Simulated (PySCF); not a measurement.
germylsilane (GeH6Si), SMILES [SiH3][GeH3]. Atoms are numbered in the order given.

```xyz
8

Si     0.0000     0.0000     1.6020
Ge     0.0000     0.0000    -0.7756
H      1.2090     0.6980     2.1132
H     -1.2090     0.6980     2.1132
H      0.0000    -1.3961     2.1132
H      1.2467    -0.7198    -1.3163
H     -1.2467    -0.7198    -1.3163
H      0.0000     1.4396    -1.3163
```

The structure is a stationary point at PBE0-D3(BJ)/def2-TZVP.

Level of theory: KT2/pcSseg-2 (PySCF).

GIAO shieldings, no solvent; atoms alike by connectivity are averaged. δ = σ(ref) − σ: ²⁹Si against TMS (σ = 351.7 ppm); ⁷³Ge against GeH4 (σ = 1672.1 ppm); ¹H against TMS (σ = 31.47 ppm), references at their B3LYP-D3(BJ)/def2-TZVP geometries, non-relativistic.

Task: Estimate the chemical shifts. (Estimate from the structure and the level; the computed values follow.)

Result: 
| nucleus | atoms | count | δ (ppm) |
|---|---|---|---|
| ²⁹Si | Si1 | 1 | -107.1 |
| ⁷³Ge | Ge2 | 1 | -15.1 |
| ¹H | H3, H4, H5 | 3 | 3.88 |
| ¹H | H6, H7, H8 | 3 | 3.83 |
